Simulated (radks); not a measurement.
Problem. Species: Ar II. Configuration: [Ne] 3s1 3p5 3d1 (not the ground configuration). Calculated with a radial shooting solver on a logarithmic mesh with Libxc functionals: Dirac Kohn-Sham, PBE, spin-unpolarised, spherical densities, finite nucleus; open shells are shared between the two j in proportion to 2j + 1; Fermi nuclear charge, rms radius 3.4274 fm. Some entries of the table are withheld. Estimate them.

orbital,occ.,eigenvalue (eV),<r^2> (bohr^2)
1s1/2,2,-3140.924,0.009886
2s1/2,2,-316.5495,0.2029
2p1/2,2,-251.0600,(1)
2p3/2,4,-248.8180,(2)
3s1/2,1,(3),2.088
3p1/2,1.66667,-25.4615,2.652
3p3/2,3.33333,-25.2486,2.678
4s1/2,0,-7.0182,19.39
3d3/2,0.4,(4),8.467
3d5/2,0.6,(5),8.489
4p1/2,0,-4.6479,30.01
4p3/2,0,-4.6296,30.21

Solution. 
(1) 2p1/2 <r^2> (bohr^2): 0.1743
(2) 2p3/2 <r^2> (bohr^2): 0.1763
(3) 3s1/2 eigenvalue (eV): -40.2052
(4) 3d3/2 eigenvalue (eV): -5.8772
(5) 3d5/2 eigenvalue (eV): -5.8693
